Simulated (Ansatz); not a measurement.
Calculation: frozen-core CCSD(T)/cc-pVTZ // B3LYP-D3(BJ)/def2-TZVP (Ansatz, an electronic-structure program).

Ansatz 0.2 input:
```yaml
crystal:
  periodic: [false, false, false]
  atoms:
    - { symbol: B, position_ang: [-1.42777, -0.38927, 0.261351] }
    - { symbol: C, position_ang: [-0.174886, -0.231493, -0.631814] }
    - { symbol: B, position_ang: [0.831174, 0.748018, 0.096379] }
    - { symbol: O, position_ang: [1.98668, 0.326119, 0.665515] }
    - { symbol: H, position_ang: [-2.214055, 0.502275, 0.361157] }
    - { symbol: H, position_ang: [-1.606545, -1.379406, 0.903746] }
    - { symbol: H, position_ang: [-0.452901, 0.30914, -1.546085] }
    - { symbol: H, position_ang: [0.307742, -1.179535, -0.883294] }
    - { symbol: H, position_ang: [0.608599, 1.91651, 0.184731] }
    - { symbol: H, position_ang: [2.141964, -0.622357, 0.588313] }
basis:
  gaussian: { orbitals: cc-pVTZ }
correlation:
  method: ccsd_t
```

Output:

```
Functional definition: HF
1166 factors; integrals over basis functions are off by at most 9.0e-4 eV
mean field evaluation 1: about -4505.2403 eV, gradient 3.9e1 eV
mean field evaluation 2: about -4505.2400 eV, gradient 3.9e1 eV
mean field evaluation 4: about -4508.6466 eV, gradient 3.9e0 eV
mean field evaluation 8: about -4508.6992 eV, gradient 6.1e-4 eV
mean field evaluation 16: about -4508.6998 eV, gradient 2.4e-1 eV
mean field -4508.69916090 eV, -165.6916380571 hartree, gradient 2.6e-6 eV, S^2 0.000000; 0 other end points of the search recorded, 0 dependent functions left out
4 core orbitals not correlated
reference -4508.69916090 eV, -165.6916380571 hartree; 11, 11 occupied and 189, 189 virtual orbitals, 1166 factors
second order -16.86700819 eV of doubles, -0.00000000 eV of singles
cycle   1  -17.38380002 eV  change   -5.2e-1 eV  update   8.7e-2
cycle   2  -17.80087423 eV  change   -4.2e-1 eV  update   2.5e-2
cycle   3  -17.89186066 eV  change   -9.1e-2 eV  update   1.5e-2
cycle   4  -17.88206804 eV  change    9.8e-3 eV  update   4.2e-3
cycle   5  -17.88049907 eV  change    1.6e-3 eV  update   2.2e-3
cycle   6  -17.88092809 eV  change   -4.3e-4 eV  update   6.7e-4
cycle   7  -17.88069017 eV  change    2.4e-4 eV  update   2.6e-4
cycle   8  -17.88062381 eV  change    6.6e-5 eV  update   9.2e-5
cycle   9  -17.88065991 eV  change   -3.6e-5 eV  update   4.4e-5
cycle  10  -17.88065554 eV  change    4.4e-6 eV  update   1.9e-5
perturbative correction -0.65462147 eV, -0.0240568955 hartree
Total energy: -4527.23443791 eV, -166.3727969236 hartree
```

Cost: very roughly 2.4 core-minutes.
